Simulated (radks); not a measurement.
Results of a calculation; reference values are marked as such.
All-electron atom: Al4+ in 1s1 2s2 2p5 3p1 (not the ground configuration).

Code: a radial shooting solver on a logarithmic mesh with Libxc functionals. Model: non-relativistic Kohn-Sham, LDA (Slater exchange, Perdew-Wang correlation), spin-unpolarised, spherical densities, point nucleus.

Energy parts (eV):
| part | energy |
|---|---|
| total | -4787.600 |
| kinetic | 4774.338 |
| electron-nucleus | -11100.965 |
| Hartree | 1873.320 |
| exchange-correlation | -334.292 |

Orbitals (lengths in bohr, moments of r in powers of bohr):
1s: occ. 1; eigenvalue (eV) -1714.906; <r^4> 0.0008975
2s: occ. 2; eigenvalue (eV) -203.3697; <r^4> 0.2690
2p: occ. 5; eigenvalue (eV) -170.4888; <r^4> 0.2275
3p: occ. 1; eigenvalue (eV) -47.2006; <r^4> 20.12

The highest occupied level is 3p at -47.201 eV. The density falls to 0.001 e/bohr^3 at r = 2.97 bohr.
